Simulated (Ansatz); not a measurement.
Ansatz (a program for electronic structure) input (BHLYP/def2-TZVPD):

Ansatz 0.2 input:
```yaml
crystal:
  periodic: [false, false, false]
  atoms:
    - {symbol: C, position_ang: [2.04205177, -0.33396203, 0.55618850]}
    - {symbol: C, position_ang: [1.17312820, -0.22762496, -0.44905678]}
    - {symbol: C, position_ang: [0.12428123, 0.70980036, -0.59108509]}
    - {symbol: C, position_ang: [-1.19655319, 0.59408667, -0.26517638]}
    - {symbol: C, position_ang: [-1.75609379, -0.62622332, 0.40700973]}
    - {symbol: H, position_ang: [2.83212017, -1.09086277, 0.57177971]}
    - {symbol: H, position_ang: [2.03870921, 0.31574137, 1.45017553]}
    - {symbol: H, position_ang: [0.39750806, 1.61405311, -1.14553169]}
    - {symbol: H, position_ang: [-1.89220269, 1.36721785, -0.57785336]}
    - {symbol: H, position_ang: [-1.70605695, -0.59965150, 1.50588007]}
    - {symbol: H, position_ang: [-2.80944667, -0.79164950, 0.14537531]}
    - {symbol: H, position_ang: [-1.18151645, -1.51130906, 0.10289457]}
basis:
  gaussian:
    orbitals: def2-TZVPD
hamiltonian:
  xc: {name: BHLYP}
total_charge: -1
output: {forces: true}
```

End of the output:

```
integrals: 0.15 GiB planned
1502 factors; their error is unknown
mean field: 1.70 GiB planned
mean field evaluation 1: about -5291.0238 eV, gradient 4.0e1 eV
mean field evaluation 2: about -5291.6175 eV, gradient 3.7e1 eV
mean field evaluation 4: about -5295.2161 eV, gradient 3.2e0 eV
mean field evaluation 8: about -5295.2416 eV, gradient 4.6e-2 eV
mean field evaluation 16: about -5295.2596 eV, gradient 4.4e-4 eV
mean field -5295.25962940 eV, -194.5972021245 hartree, gradient 7.4e-5 eV, S^2 0.000000; 0 other end points of the search recorded, 0 dependent functions left out
the calculation of the forces begins
reference -5295.25983583 eV, -194.5972097107 hartree; 19, 19 occupied and 229, 229 virtual orbitals, 1502 factors
Total energy: -5295.25983583 eV, -194.5972097107 hartree
Atom 0 at     2.042052    -0.333962     0.556188 Å, force    -0.091670     0.026108    -0.097554 eV/Å
Atom 1 at     1.173128    -0.227625    -0.449057 Å, force     0.237167    -0.018571     0.314070 eV/Å
Atom 2 at     0.124281     0.709800    -0.591085 Å, force    -0.494332     0.137597     0.042666 eV/Å
Atom 3 at    -1.196553     0.594087    -0.265176 Å, force     0.434274     0.050047    -0.104466 eV/Å
Atom 4 at    -1.756094    -0.626223     0.407010 Å, force    -0.011916    -0.133769     0.058106 eV/Å
Atom 5 at     2.832120    -1.090863     0.571780 Å, force    -0.250460     0.232832    -0.031987 eV/Å
Atom 6 at     2.038709     0.315741     1.450176 Å, force    -0.028117    -0.155256    -0.244633 eV/Å
Atom 7 at     0.397508     1.614053    -1.145532 Å, force    -0.080543    -0.253148     0.156849 eV/Å
Atom 8 at    -1.892203     1.367218    -0.577853 Å, force     0.206961    -0.182332     0.081310 eV/Å
Atom 9 at    -1.706057    -0.599652     1.505880 Å, force    -0.015075     0.023819    -0.294689 eV/Å
Atom 10 at    -2.809447    -0.791650     0.145375 Å, force     0.259180     0.052620     0.046624 eV/Å
Atom 11 at    -1.181516    -1.511309     0.102895 Å, force    -0.165471     0.220054     0.073705 eV/Å
Dipole moment:    -0.651392     0.192014     0.270421 e Å
```

It need not be the lowest isomer of its formula. Whether it binds its extra electron was not tested at this geometry.
